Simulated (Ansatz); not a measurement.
silicon monoxide (OSi), singlet, geometry from GFN2-xTB; HF/6-31G run with Ansatz (a first-principles code).

Ansatz was given this input:
Ansatz 0.2 input:
```yaml
crystal:
  periodic: [false, false, false]
  atoms:
    - {symbol: Si, position_ang: [-0.00000000, -0.00000000, -0.54858235]}
    - {symbol: O, position_ang: [0.00000000, 0.00000000, 0.96001912]}
basis:
  gaussian:
    orbitals: 6-31G
    symmetry_tolerance_ang: 0.01
hamiltonian:
  xc: hf
```

The log (banner, timings and long lists left out):

```
Functional definition: HF
216 factors; integrals over basis functions are off by at most 1.2e-4 eV
mean field evaluation 1: about -9892.0150 eV, gradient 4.5e1 eV
mean field evaluation 2: about -9892.0195 eV, gradient 4.5e1 eV
mean field evaluation 4: about -9896.7859 eV, gradient 1.5e0 eV
mean field evaluation 8: about -9896.8002 eV, gradient 6.5e-2 eV
mean field -9896.80023101 eV, -363.7007001975 hartree, gradient 7.6e-5 eV, S^2 0.000000; 0 other end points of the search recorded, 0 dependent functions left out
reference -9896.80023101 eV, -363.7007001975 hartree; 11, 11 occupied and 11, 11 virtual orbitals, 216 factors
Total energy: -9896.80023101 eV, -363.7007001975 hartree
```
